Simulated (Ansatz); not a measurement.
Reaction (formal hydrolysis of the Si–Ge bond): `S[SiH2][GeH3]` + H₂O → `O[SiH2]S` + GeH₄

Gas-phase electronic energies from Ansatz, PBE0-D4/def2-TZVP geometries. CCSD(T)/CBS adds triple-zeta CCSD(T) − MP2 to the extrapolated MP2 energy (def2 sets, frozen cores). This one scheme is used for every species. DFT in def2-TZVPP. For Ge outer-core shells are correlated without core-valence functions, which leaves a few kJ/mol of doubt a bond. Scalar relativity is left out up to krypton. One conformer a species, not always the lowest.

```json
{"level": "LDA (SPW92)", "ΔE (eV)": "-0.79"}
{"level": "r2SCAN-D4", "ΔE (eV)": "-0.87"}
{"level": "PBE0-D4", "ΔE (eV)": "-0.74"}
{"level": "revPBE", "ΔE (eV)": "-0.73"}
{"level": "r2SCANh", "ΔE (eV)": "-0.88"}
{"level": "CAM-B3LYP", "ΔE (eV)": "-1.01"}
{"level": "CCSD/def2-TZVPP", "ΔE (eV)": "-0.90"}
{"level": "CCSD/CBS(def2)", "ΔE (eV)": "-0.86"}
```

Question: What does CCSD(T)/CBS give? (Estimate.)

Answer: Computed: -0.83 eV. The listed levels differ from it by 0.04, -0.04, 0.09, 0.10, -0.05, -0.18, -0.07, -0.03 eV.

Largest T1 diagnostic among the species: 0.012.

From BLYP to BHLYP (50 % exact exchange), in def2-TZVPP and without D4, ΔE moves by −0.10 eV. In def2-TZVPP, CCSD(T) changes the Hartree–Fock value by +0.24 eV (the triples alone add +0.03 eV) and MP2 by +0.21 eV.
